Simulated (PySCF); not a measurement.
Bonds (- single, = double, # triple, : aromatic): C1#C2 1.204 Å, C2-C3 1.359 Å, C3#C4 1.207 Å, C4-C5 1.446 Å, C5-N6 1.456 Å, N6-C7 1.445 Å. C1 carries H8; C5 carries H9, H10; N6 carries H11; C7 carries H12, H13, H14.

Geometry: GFN2-xTB; GIAO shifts from PySCF 2.14.0 with density-fitted response routines, gas phase, non-relativistic, averaged over equivalent atoms.

At BP86/pcSseg-1 (154 basis functions, 23 s wall time on 1 thread of an Arm Neoverse V1, shared host):
```tsv
atoms	δ (ppm)
C4	77.7
C3	73.0
C2	72.4
C1	68.6
C5	47.7
C7	41.3
N6	50.9
H9/H10	3.73
H12/H13/H14	2.66
H8	1.10
H11	-0.03
```

Scale: 13C (σref 182.31) and 1H (σref 31.71) against TMS; 15N (σref 265.36) vs NH3 (reference shieldings calculated alike).

Predict the values at mPW1PW91/pcSseg-1 on the same geometry.

## Answers


| atoms | δ at mPW1PW91/pcSseg-1 | change |
| --- | --- | --- |
| C4 | 79.7 | +2.0 |
| C3 | 75.4 | +2.4 |
| C2 | 73.6 | +1.2 |
| C1 | 72.3 | +3.7 |
| C5 | 44.7 | -3.0 |
| C7 | 39.6 | -1.7 |
| N6 | 44.6 | -6.3 |
| H9/H10 | 3.52 | -0.21 |
| H12/H13/H14 | 2.57 | -0.09 |
| H8 | 1.26 | +0.16 |
| H11 | 0.04 | +0.07 |

Chemical shifts δ = σref − σ; 13C (σ = 186.06 ppm) and 1H (σ = 31.77 ppm) against TMS; 15N (σ = 266.26 ppm) vs NH3, all at this level.

The largest change is at N6 (amine nitrogen). Cost: 154 basis functions, 14 s wall time on 1 thread of an Arm Neoverse V1, shared host. The order of the carbon signals is the same at both levels.

Experimental scales use liquid or dissolved standards, which lie at an offset from isolated NH3 (liquid NH3: subtract about 20 ppm).
